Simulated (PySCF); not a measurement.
C5H5Cl, SMILES C(=C\Cl)/C=C=C. Heavy atoms are numbered as in [CH2:1]=[C:2]=[CH:3]/[CH:4]=[CH:5]/[Cl:6]. Hydrogens are named by the atom that carries them.

Coordinates come from a r2SCAN-D4/def2-SVP optimisation. The structure was generated by enumeration; whether it is a known compound was not checked. The values are those of a single conformer.

The numbers are results of PBE/def2-TZVP (PySCF), not measurements.

Atomic charges (e), one atom of each kind:

```tsv
atom	IAO	Mulliken	Löwdin
C1 (CH2)	[?]	-0.28	-0.21
C2	0.04	0.04	-0.07
C3 (CH)	-0.20	-0.19	-0.17
C4 (CH)	[?]	-0.12	-0.20
C5 (CH)	[?]	-0.04	-0.46
Cl6	0.00	-0.08	0.37
H on C1	0.17	0.14	0.14
H on C3	[?]	0.12	0.17
H on C4	[?]	0.11	0.15
H on C5	0.17	0.14	0.13
```

Q: Some entries are withheld; supply them. (The exact figures need the calculation; the answer reports its results.)

A: 
- C1 (CH2), IAO: -0.36
- C4 (CH), IAO: -0.16
- C5 (CH), IAO: -0.17
- H on C3, IAO: 0.18
- H on C4, IAO: 0.16

Computed Mayer and Wiberg (Löwdin basis) orders of the bonds:
```json
[
 {"bond": "C1–C2", "Mayer": "1.96", "Wiberg": "2.19"},
 {"bond": "C2–C3", "Mayer": "1.87", "Wiberg": "1.94"},
 {"bond": "C3–C4", "Mayer": "1.07", "Wiberg": "1.30"},
 {"bond": "C4–C5", "Mayer": "1.82", "Wiberg": "2.01"},
 {"bond": "C5–Cl6", "Mayer": "1.10", "Wiberg": "1.76"}
]
```
